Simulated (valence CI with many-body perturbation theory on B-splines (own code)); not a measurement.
Forbidden lines of Tc²¹⁺

Method: configuration interaction combined with many-body perturbation theory (CI+MBPT): four valence electrons over a frozen Dirac-Fock core [Ar], a basis of 7 s, 7 p, 8 d, 6 f, 4 g, 1 h functions for each j, with the one-electron correlation potential Σ1, the two-electron term Σ2, the three-electron term Σ3, Breit, model QED; selected CI, second order for the rest, scaled by the run's own slope (own B-spline code, finite nucleus).

No measured levels were compared; by estimate terms of the open shell hold to 2 to 4 % of their energy, and close levels can change places. Only levels of the ground parity were solved; by the run's estimate the other parity begins above the list, which can be wrong where configurations are misplaced.

Lines 1 to 50 of 120 in falling wavelength, among levels below 428630 cm⁻¹, chosen from the decays that carry over 1 % of a level's rate. Wavelengths and rates use the calculated energies, so an error of 2000 cm⁻¹ moves a line at 587.7 nm by 12 % and its rate by three times that or more. S is in atomic units (e²a₀⁴ for E2 and M2, e²a₀⁶ for E3), for M1 in squared Bohr magnetons. Weak lines are less certain than strong ones. Lines between different terms over intervals too small for the method are left out, as are lines whose strength nearly cancels.

Names give the largest LS component (configuration and term), which can be under half, so a name can repeat, a term be missing and a line seem to break the LS rules; names also repeat where a configuration has a term twice. Letters in brackets count levels of one name in rising energy.

| λ vac (nm) | Upper | Lower | Type | A (s⁻¹) | S (a.u.) |
| --- | --- | --- | --- | --- | --- |
| 1221 | 3d4 3H_6 | 3d4 3H_5 | M1 | 7.84e+00 | 6.88e+00 |
| 1166 | 3d4 5D_4 | 3d4 5D_3 | M1 | 1.53e+01 | 8.11e+00 |
| 926.6 | 3d4 5D_3 | 3d4 5D_2 | M1 | 5.40e+01 | 1.11e+01 |
| 802.1 | 3d4 5D_2 | 3d4 5D_1 | M1 | 9.84e+01 | 9.41e+00 |
| 788.7 | 3d4 5D_1 | 3d4 5D_0 | M1 | 9.04e+01 | 4.93e+00 |
| 587.7 | 3d4 3G_3 | 3d4 3H_4 | M1 | 3.80e+01 | 2.00e+00 |
| 533.1 | 3d4 3H_5 | 3d4 3H_4 | M1 | 1.23e+02 | 7.62e+00 |
| 530.0 | 3d4 3G_5 | 3d4 3G_4 [b] | M1 | 2.42e+01 | 1.47e+00 |
| 511.8 | 3d4 3G_4 [a] | 3d4 3G_3 | M1 | 1.20e+02 | 5.35e+00 |
| 445.4 | 3d4 3P_2 [a] | 3d4 3F_2 [a] | M1 | 1.90e+01 | 3.11e-01 |
| 408.3 | 3d4 3P_2 [a] | 3d4 3P_1 [a] | M1 | 1.81e+02 | 2.29e+00 |
| 405.8 | 3d4 3P_2 [b] | 3d4 3P_2 [a] | M1 | 5.83e+01 | 7.22e-01 |
| 395.6 | 3d4 3G_4 [b] | 3d4 3H_5 | M1 | 8.96e+01 | 1.85e+00 |
| 379.5 | 3d4 3G_5 | 3d4 3G_4 [a] | M1 | 2.59e+02 | 5.77e+00 |
| 370.1 | 3d4 3G_4 [b] | 3d4 3G_3 | M1 | 1.31e+01 | 2.21e-01 |
| 362.2 | 3d4 3P_1 [a] | 3d4 3P_0 [a] | M1 | 3.55e+02 | 1.88e+00 |
| 352.5 | 3d4 3F_4 | 3d4 1F_3 | M1 | 4.86e+01 | 7.11e-01 |
| 339.4 | 3d4 3P_2 [c] | 3d4 1D_2 [a] | M1 | 1.23e+02 | 8.92e-01 |
| 336.1 | 3d4 3F_3 [a] | 3d4 3F_2 [a] | M1 | 2.62e+02 | 2.58e+00 |
| 324.8 | 3d4 1D_2 [a] | 3d4 3D_1 | M1 | 1.53e+02 | 9.70e-01 |
| 320.4 | 3d4 1G_4 [a] | 3d4 3G_5 | M1 | 1.50e+02 | 1.64e+00 |
| 318.2 | 3d4 3D_1 | 3d4 3P_2 [a] | M1 | 2.37e+02 | 8.51e-01 |
| 296.8 | 3d4 3F_3 [a] | 3d4 3G_3 | M1 | 1.92e+02 | 1.30e+00 |
| 284.2 | 3d4 1G_4 [a] | 3d4 3D_3 | M1 | 2.78e+01 | 2.13e-01 |
| 278.1 | 3d4 3G_5 | 3d4 3H_6 | M1 | 2.12e+02 | 1.86e+00 |
| 273.6 | 3d4 3G_4 [a] | 3d4 3H_4 | M1 | 6.44e+02 | 4.40e+00 |
| 267.5 | 3d4 3F_2 [b] | 3d4 1F_3 | M1 | 2.06e+02 | 7.31e-01 |
| 266.1 | 3d4 1D_2 [a] | 3d4 3P_2 [b] | M1 | 1.33e+02 | 4.65e-01 |
| 263.4 | 3d4 3D_3 | 3d4 3F_2 [a] | M1 | 2.22e+02 | 1.05e+00 |
| 252.1 | 3d4 3H_4 | 3d4 5D_4 | M1 | 3.95e+02 | 2.11e+00 |
| 238.6 | 3d4 3D_3 | 3d4 3G_3 | M1 | 3.66e+02 | 1.29e+00 |
| 230.4 | 3d4 1G_4 [a] | 3d4 3F_3 [a] | M1 | 5.32e+02 | 2.17e+00 |
| 227.1 | 3d4 3G_4 [b] | 3d4 3H_4 | M1 | 2.72e+02 | 1.06e+00 |
| 226.5 | 3d4 3G_5 | 3d4 3H_5 | M1 | 3.25e+02 | 1.54e+00 |
| 214.1 | 3d4 1D_2 [a] | 3d4 3D_3 | M1 | 6.46e+02 | 1.18e+00 |
| 213.5 | 3d4 1I_6 | 3d4 3H_6 | M1 | 5.11e+02 | 2.40e+00 |
| 213.2 | 3d4 3F_2 [b] | 3d4 1D_2 [a] | M1 | 1.78e+02 | 3.21e-01 |
| 212.3 | 3d4 3P_2 [b] | 3d4 3F_2 [a] | M1 | 2.80e+02 | 4.98e-01 |
| 212.3 | 3d4 1F_3 | 3d4 3P_2 [b] | M1 | 1.08e+02 | 2.68e-01 |
| 207.3 | 3d4 3H_4 | 3d4 5D_3 | M1 | 1.10e+02 | 3.26e-01 |
| 203.5 | 3d4 3P_2 [b] | 3d4 3P_1 [a] | M1 | 2.00e+02 | 3.12e-01 |
| 202.4 | 3d4 3F_4 | 3d4 1G_4 [a] | M1 | 1.10e+02 | 3.05e-01 |
| 199.7 | 3d4 1G_4 [a] | 3d4 3G_4 [b] | M1 | 6.15e+02 | 1.63e+00 |
| 198.4 | 3d4 3F_3 [b] | 3d4 1D_2 [a] | M1 | 3.05e+02 | 6.18e-01 |
| 196.0 | 3d4 3P_2 [b] | 3d4 3G_3 | M1 | 6.59e+01 | 9.19e-02 |
| 185.6 | 3d4 3D_1 | 3d4 3F_2 [a] | M1 | 4.11e+02 | 2.92e-01 |
| 181.7 | 3d4 1I_6 | 3d4 3H_5 | M1 | 5.78e+02 | 1.67e+00 |
| 178.8 | 3d4 3D_1 | 3d4 3P_1 [a] | M1 | 6.90e+02 | 4.39e-01 |
| 177.9 | 3d4 1F_3 | 3d4 3D_3 | M1 | 8.33e+02 | 1.22e+00 |
| 176.4 | 3d4 3G_3 | 3d4 5D_4 | M1 | 5.99e+01 | 8.53e-02 |
